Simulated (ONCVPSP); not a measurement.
## caesium (Cs): variants of one ONCV potential

Base potential:

* Element: Cs
* Generator: ONCVPSP 4.0.1
* Type: optimised norm-conserving Vanderbilt (ONCV)
* Functional: PBEsol
* Relativity: scalar-relativistic
* Frozen core: [Kr] 4d10
* Valence charge: 9
* Reference configuration: 5s2 5p6 6s0.5 (charge +0.5)
* Partial waves: 5s+6s: rc 2.75 bohr, ncon 4, nbas 7, qcut 5.3 1/bohr, 2 projectors; 5p: rc 2.75 bohr, ncon 5, nbas 9, qcut 4.8 1/bohr, 1 projector; d scattering state at 0.37 Ha: rc 3.05 bohr, ncon 4, nbas 7, qcut 3.7 1/bohr, 2 projectors, debl 3.7 Ha
* Local potential: polynomial inside 1.75 bohr (lpopt 5, dvloc0 0 Ha)
* Core correction: Teter function, fcfact 5.75, rcfact 1.45

In the d channel the program set the typed energies aside and used 0.050, 3.750 Ha.

Cutoffs, loose and tight: the cutoffs (Ha) at which the residual kinetic energy of the hardest occupied pseudo-wave falls to 1 and 0.1 mHa per electron. They do not see the model core or the augmentation charge, which bear on the density cutoff. Test errors are all-electron minus pseudo excitation energies from the reference, over the configurations 5s2 5p6 6s1; 5s2 5p6 6s0; 5s2 5p6 6s0 6p1; 5s2 5p6 5d1 6s0. A dash means not determined; rows that change the core or the reference have their own tests.

```csv
change,outcome,"cutoff, loose","cutoff, tight",bound ghosts,GHOST(+) flags above zero,largest test error (meV)
base,"generated, projector energies reset by the program",7.8 Ha,9.6 Ha,none,s,+9.6
d: rc 2.54,"generated, projector energies reset by the program",7.8 Ha,9.6 Ha,none,s,+9.6
```

**Question.** What comes out with this change to the base: core [Kr] 4d10 5s2, valence charge 7; reference 5p6; waves now s scattering state at 0.29 Ha: rc 3.15 bohr, ncon 4, nbas 8, qcut 2.2 1/bohr, 2 projectors, debl 3.4 Ha; 5p: rc 2.90 bohr, ncon 4, nbas 9, qcut 6 1/bohr, 3 projectors, debl 3.3 Ha; d scattering state at 0.21 Ha: rc 2.85 bohr, ncon 3, nbas 7, qcut 3.4 1/bohr, 2 projectors, debl 3.4 Ha; local potential polynomial inside 2.05 bohr (lpopt 5, dvloc0 0 Ha)?

**Answer.** outcome: failed: ERROR pspot: first pseudo wave function has node, program will stop. Cause: the optimised pseudo-wave of the first projector has a node, so the radial equation cannot be inverted for a potential.

**Question.** What comes out with this change to the base: local potential polynomial inside 2.10 bohr (lpopt 5, dvloc0 1 Ha)?

**Answer.** outcome: generated, projector energies reset by the program; cutoff, loose: 7.8 Ha; cutoff, tight: 9.6 Ha; bound ghosts: none; GHOST(+) flags above zero: s; largest test error (meV): +3.7.
